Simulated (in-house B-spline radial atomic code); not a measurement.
Ionisation energies with and without relativity, with size and susceptibility from the Dirac run. Dirac energy differences include first-order Breit, QED and recoil terms. NIST's values go from ground level to ground level; the uncertainty of those that are theory runs from under 0.1 % in few-electron ions to several per cent in heavy many-electron ones. Computed with an all-electron radial atomic-structure program (B-spline basis): non-relativistic Hartree-Fock and Dirac-Hartree-Fock, averages of the configuration (point nuclei without relativity, finite nuclei with it).

```tsv
ion	configuration	configuration after	ionisation non-relativistic (eV)	ionisation Dirac Breit and QED (eV)	tabulated value (eV)	tabulated kind	radius at density 0.001 (bohr)	diamagnetic susceptibility (10⁻⁶ cm³/mol)
Mn6+	[Ar] 3d1	[Ne] 3s2 3p6	118.53	118.10	119.203	measured	2.181	-6.2091
Fe6+	[Ar] 3d2	[Ar] 3d1	122.71	122.24	124.9671	measured	2.165	-6.3114
Co6+	[Ar] 3d3	[Ar] 3d2	?	?	?	semi-empirical	?	?
Ni6+	[Ar] 3d4	[Ar] 3d3	?	?	?	tabulated theory	?	?
Cu6+	[Ar] 3d5	[Ar] 3d4	134.94	134.32	139	semi-empirical	2.104	-6.4468
Zn6+	[Ar] 3d6	[Ar] 3d5	138.93	138.25	133.9	semi-empirical	2.082	-6.4528
Ga6+	[Ar] 3d7	[Ar] 3d6	142.87	142.14	140.8	tabulated theory	2.06	-6.4454
```

Fill in the row of Co6+.

ionisation non-relativistic (eV): 126.84; ionisation Dirac Breit and QED (eV): 126.32; tabulated value (eV): 128.9; radius at density 0.001 (bohr): 2.146; diamagnetic susceptibility (10⁻⁶ cm³/mol): -6.3808.

Fill in the row of Ni6+.

ionisation non-relativistic (eV): 130.91; ionisation Dirac Breit and QED (eV): 130.35; tabulated value (eV): 132; radius at density 0.001 (bohr): 2.126; diamagnetic susceptibility (10⁻⁶ cm³/mol): -6.4242.
